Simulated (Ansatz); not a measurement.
Reaction (hydrogenolysis of a B–N bond): `NB(O)O` + H₂ → `OBO` + NH₃

Computed with Ansatz on PBE0-D4/def2-TZVP structures; ΔE is electronic, products minus reactants. CBS: def2 TZ/QZ extrapolation, frozen cores. Functionals use def2-TZVPP. Each species was taken in one conformer, which may not be the lowest.

`NB(O)O`:

Cartesian coordinates in Å:
```
N -0.786 -0.803 0.292
B 0.151 0.143 -0.174
O 0.364 0.237 -1.525
O 0.870 0.984 0.649
H -1.016 -0.955 1.255
H -1.285 -1.393 -0.349
H 1.018 0.908 -1.730
H 0.685 0.880 1.583
```

H₂:

Z-matrix (Å, degrees):
```
H
H 1 0.746
```

`OBO`:

```xyz
6

O     0.445    0.553   -0.831
B     0.064   -0.017    0.347
O    -0.964   -0.897    0.357
H     1.180    1.161   -0.736
H     0.610    0.233    1.384
H    -1.336   -1.033   -0.521
```

NH₃:

```xyz
4

N    -0.103    0.240   -0.106
H    -0.792   -0.252    0.449
H     0.200   -0.395   -0.835
H     0.696    0.408    0.492
```

```
 species  PBE0-D4 energy (Eh)
`NB(O)O`           -232.45961
      H₂             -1.16855
   `OBO`           -177.08728
     NH₃            -56.51608
```

Q: Work out ΔE.

A: ΔE = (-177.08728) + (-56.51608) − (-232.45961) − (-1.16855) = 0.02480 Eh = +0.67 eV. CCSD(T)/CBS gives +0.68 eV.

Largest T1 diagnostic among the species: 0.013.

The D4 term adds +0.06 eV with B3LYP and +0.03 eV with PBE0; it sums over pairs of atoms, weighted by their polarisabilities, and B3LYP, whose exchange is more repulsive, gets the larger term. In def2-TZVPP, CCSD(T) changes the Hartree–Fock value by +0.05 eV (the triples alone add +0.02 eV) and MP2 by +0.10 eV.

B3LYP here is the variant with VWN-RPA as its local correlation; programs differ in this.
